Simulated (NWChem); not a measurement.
System: CuCl; SMILES [Cl][Cu]

Here is an NWChem input.

```
start job
memory heap 200 mb stack 900 mb global 1100 mb
geometry units angstroms noautoz
  Cu     0.000000     0.000000    -0.770483
  Cl     0.000000     0.000000     1.305410
end
basis spherical
  Cu library def2-svp
  Cl library def2-svp
end
dft
  xc hfexch
  iterations 150
  mulliken
end
task dft energy
```

NWChem printed, in part:

```
             Northwest Computational Chemistry Package (NWChem) 7.3.0
             --------------------------------------------------------

 ORDER OF PRIMARY AXIS IS BEING SET TO 4
 C4V symmetry detected

                             Geometry "geometry" -> ""
                             -------------------------

 Output coordinates in angstroms (scale by  1.889725989 to convert to a.u.)

  No.       Tag          Charge          X              Y              Z
 ---- ---------------- ---------- -------------- -------------- --------------
    1 Cu                  29.0000     0.00000000     0.00000000    -0.76717785
    2 Cl                  17.0000     0.00000000     0.00000000     1.30871515

 Effective nuclear repulsion energy (a.u.)     125.6733289032

      Symmetry information
      --------------------

 Group name             C4v
 Group number             18
 Group order               8
 No. of unique centers     2

  xc_inp: hfexch multiplicative factor not found.

                                 NWChem DFT Module
                                 -----------------

 Summary of "ao basis" -> "ao basis" (spherical)
 ------------------------------------------------------------------------------
       Tag                 Description            Shells   Functions and Types
 ---------------- ------------------------------  ------  ---------------------
 Cu                         def2-svp                11       31   5s3p2d1f
 Cl                         def2-svp                 8       18   4s3p1d

      Symmetry analysis of basis
      --------------------------

        a1         19
        a2          0
        b1          4
        b2          4
        e          22

            General Information
            -------------------
          SCF calculation type: DFT
          Wavefunction type:  closed shell.
          No. of atoms     :     2
          No. of electrons :    46
           Alpha electrons :    23
            Beta electrons :    23
          Charge           :     0
          Spin multiplicity:     1
          Use of symmetry is: on ; symmetry adaption is: on
          Maximum number of iterations: 150
          AO basis - number of functions:    49
                     number of shells:    19
          Convergence on energy requested:  1.00D-06
          Convergence on density requested:  1.00D-05
          Convergence on gradient requested:  5.00D-04

              XC Information
              --------------
                     Hartree-Fock (Exact) Exchange  1.000

      Superposition of Atomic Density Guess
      -------------------------------------

 Sum of atomic energies:       -2098.00874517

      Non-variational initial energy
      ------------------------------

 Total energy =   -2097.779812
 1-e energy   =   -3167.691218
 2-e energy   =     944.238077
 HOMO         =      -0.439976
 LUMO         =      -0.167349

      Symmetry analysis of molecular orbitals - initial
      -------------------------------------------------

 !! scf_movecs_sym_adapt:    8 vectors were symmetry contaminated

  Symmetry fudging

 !! scf_movecs_sym_adapt:    4 vectors were symmetry contaminated

  Numbering of irreducible representations:

     1 a1          2 a2          3 b1          4 b2          5 e

  Orbital symmetries:

     1 a1          2 a1          3 a1          4 a1          5 e
     6 e           7 a1          8 a1          9 e          10 e
    11 a1         12 a1         13 e          14 e          15 a1
    16 a1         17 e          18 e          19 b1         20 b2
    21 a1         22 e          23 e          24 a1         25 a1
    26 e          27 e          28 a1         29 a1         30 a1
    31 e          32 e          33 b1

     ---------------------------------------------
      Total Density - Mulliken Population Analysis
     ---------------------------------------------

    Atom       Charge   Shell Charges
 -----------   ------   -------------------------------------------------------
    1 Cu  29    28.57   2.00  2.00  2.00  0.49 -0.03  6.00  6.01  0.11  8.43  1.56  0.00
    2 Cl  17    17.43   2.00  1.99  1.22  0.71  5.94  2.15  3.40  0.01

 !! scf_movecs_sym_adapt:    8 vectors were symmetry contaminated

  Symmetry fudging

 !! scf_movecs_sym_adapt:    8 vectors were symmetry contaminated

   convergence    iter        energy       DeltaE   RMS-Dens  Diis-err
 ---------------- ----- ----------------- --------- --------- ---------
 d= 0,ls=0.0,diis     1  -2098.0051056270 -2.22D+03  1.64D-02  1.16D+00

 !! scf_movecs_sym_adapt:    8 vectors were symmetry contaminated

  Symmetry fudging

 !! scf_movecs_sym_adapt:    8 vectors were symmetry contaminated

 d= 0,ls=0.0,diis     2  -2098.0074984703 -2.39D-03  7.73D-03  1.45D+00

 !! scf_movecs_sym_adapt:    6 vectors were symmetry contaminated

  Symmetry fudging

 !! scf_movecs_sym_adapt:    6 vectors were symmetry contaminated

 d= 0,ls=0.0,diis     3  -2098.0992969203 -9.18D-02  1.52D-03  1.90D-03

 !! scf_movecs_sym_adapt:    6 vectors were symmetry contaminated

  Symmetry fudging

 !! scf_movecs_sym_adapt:    6 vectors were symmetry contaminated

 d= 0,ls=0.0,diis     4  -2098.1002330411 -9.36D-04  8.79D-04  4.18D-04

 !! scf_movecs_sym_adapt:    6 vectors were symmetry contaminated

  Symmetry fudging

 !! scf_movecs_sym_adapt:    6 vectors were symmetry contaminated

 d= 0,ls=0.0,diis     5  -2098.1004596591 -2.27D-04  2.82D-04  3.09D-05

 !! scf_movecs_sym_adapt:    6 vectors were symmetry contaminated

  Symmetry fudging

 !! scf_movecs_sym_adapt:    4 vectors were symmetry contaminated

  Resetting Diis
 d= 0,ls=0.0,diis     6  -2098.1004804474 -2.08D-05  9.33D-05  3.06D-06

 !! scf_movecs_sym_adapt:    6 vectors were symmetry contaminated

  Symmetry fudging

 !! scf_movecs_sym_adapt:    6 vectors were symmetry contaminated

 d= 0,ls=0.0,diis     7  -2098.1004827009 -2.25D-06  3.46D-05  8.12D-07

 !! scf_movecs_sym_adapt:    4 vectors were symmetry contaminated

  Symmetry fudging

 !! scf_movecs_sym_adapt:    4 vectors were symmetry contaminated

 d= 0,ls=0.0,diis     8  -2098.1004831692 -4.68D-07  4.04D-05  3.37D-07

 !! scf_movecs_sym_adapt:    6 vectors were symmetry contaminated

  Symmetry fudging

 !! scf_movecs_sym_adapt:    6 vectors were symmetry contaminated

 d= 0,ls=0.0,diis     9  -2098.1004834902 -3.21D-07  2.89D-05  1.97D-07

 !! scf_movecs_sym_adapt:    4 vectors were symmetry contaminated

  Symmetry fudging

 !! scf_movecs_sym_adapt:    2 vectors were symmetry contaminated

 d= 0,ls=0.0,diis    10  -2098.1004835788 -8.86D-08  2.73D-06  2.94D-09

         Total DFT energy =    -2098.100483578751
      One electron energy =    -3176.889831694098
           Coulomb energy =     1046.590635700984
    Exchange-Corr. energy =      -93.474616488837
 Nuclear repulsion energy =      125.673328903200

 Numeric. integr. density =        0.000000000000

                  Occupations of the irreducible representations
                  ----------------------------------------------

                     irrep           alpha         beta
                     --------     --------     --------
                     a1               11.0         11.0
                     a2                0.0          0.0
                     b1                1.0          1.0
                     b2                1.0          1.0
                     e                10.0         10.0

                       DFT Final Molecular Orbital Analysis
                       ------------------------------------

 Vector   21  Occ=2.000000D+00  E=-3.852508D-01  Symmetry=a1
              MO Center= -2.0D-16,  1.5D-16,  8.0D-01, r^2= 1.9D+00
   Bfn.  Coefficient  Atom+Function         Bfn.  Coefficient  Atom+Function
  ----- ------------  ---------------      ----- ------------  ---------------
    44      0.522045  2 Cl pz                41      0.380109  2 Cl pz
     4     -0.357625  1 Cu s                 17      0.331114  1 Cu d  0
    38      0.224263  2 Cl pz                 3      0.183592  1 Cu s
    14     -0.119619  1 Cu pz                35      0.115243  2 Cl s
    22      0.113679  1 Cu d  0              11      0.093397  1 Cu pz

 Vector   22  Occ=2.000000D+00  E=-3.678918D-01  Symmetry=e
              MO Center=  1.2D-17, -3.4D-17,  1.1D+00, r^2= 1.4D+00
   Bfn.  Coefficient  Atom+Function         Bfn.  Coefficient  Atom+Function
  ----- ------------  ---------------      ----- ------------  ---------------
    42      0.581032  2 Cl px                39      0.384717  2 Cl px
    43      0.310357  2 Cl py                36      0.227472  2 Cl px
    40      0.205496  2 Cl py                18      0.190943  1 Cu d  1
    37      0.121504  2 Cl py                16     -0.101992  1 Cu d -1
    12      0.081218  1 Cu px                23      0.061218  1 Cu d  1

 Vector   23  Occ=2.000000D+00  E=-3.678918D-01  Symmetry=e
              MO Center= -7.2D-17, -2.7D-16,  1.1D+00, r^2= 1.4D+00
   Bfn.  Coefficient  Atom+Function         Bfn.  Coefficient  Atom+Function
  ----- ------------  ---------------      ----- ------------  ---------------
    43      0.581032  2 Cl py                40      0.384717  2 Cl py
    42     -0.310357  2 Cl px                37      0.227472  2 Cl py
    39     -0.205496  2 Cl px                16     -0.190943  1 Cu d -1
    36     -0.121504  2 Cl px                18     -0.101992  1 Cu d  1
    13      0.081218  1 Cu py                21     -0.061218  1 Cu d -1

[...]
```

Level: Hartree-Fock/def2-SVP. Geometry: optimised at PBE0-D3(BJ)/def2-TZVP.
